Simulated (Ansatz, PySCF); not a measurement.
This PySCF input computes a CAM-B3LYP/def2-TZVPD energy:

```python
from pyscf import gto, scf, dft

mol = gto.M(
    atom='''
    Al    0.00000000    0.00000000    0.00000000
    I    -0.00000000   -0.00000000   -2.36949799
    I     0.00000000    0.00000000    2.36949799
    ''',
    basis='def2-tzvpd',
    ecp='def2-tzvp',
    charge=1,
    spin=0,
    verbose=4,
)

mf = dft.RKS(mol, xc='camb3lyp').density_fit(auxbasis='def2-universal-jkfit')
mf.grids.level = 3
mf.conv_tol = 1e-9
mf.max_cycle = 100
mf.max_memory = 1500
mf.kernel()
if not mf.converged:
    mf = mf.newton()
    mf.kernel(mf.make_rdm1())
mf.analyze()
```

Q: Write an input for the same energy in Ansatz (a program for electronic structure) and say what it gives.

A: 
Ansatz 0.2 input:
```yaml
crystal:
  periodic: [false, false, false]
  atoms:
    - {symbol: Al, position_ang: [0.00000000, 0.00000000, 0.00000000]}
    - {symbol: I, position_ang: [-0.00000000, -0.00000000, -2.36949799]}
    - {symbol: I, position_ang: [0.00000000, 0.00000000, 2.36949799]}
basis:
  gaussian:
    orbitals: def2-TZVPD
hamiltonian:
  xc: {name: CAM-B3LYP}
total_charge: 1
output: {forces: true}
```
It gives -837.68072 Eh, and PySCF -837.68074 Eh, a difference of 0.02 mEh, from the treatment of integrals and grids.
